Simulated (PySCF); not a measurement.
## Co²⁵⁺ (cobalt, charge +25) across methods

1s2, closed-shell 1S. All numbers are calculated (PySCF 2.14, the non-relativistic Hamiltonian (point nucleus), in an uncontracted even-tempered set (13 s from 28 bohr⁻², ratio 2.5; 6 p from 43 bohr⁻², ratio 2.7; 3 d from 130 bohr⁻², ratio 2.7; 3 f from 190 bohr⁻², ratio 2.7)).

```csv
method,E (hartree),mean ε 1s (eV),Σ⟨r²⟩ (bohr²),⟨S²⟩
r2SCAN,-712.284,-9314.8,0.008490,0.000
B3LYP,-712.044,-9329.3,0.008499,0.000
revPBE,-712.186,-9296.6,0.008502,0.000
PBE,-711.943,-9294.8,0.008505,0.000
LDA,-710.132,-9274.6,0.008524,0.000
UHF,-712.23425,-9463.9,0.008480,0.000
PBE0,-712.027,-9337.3,0.008498,0.000
```
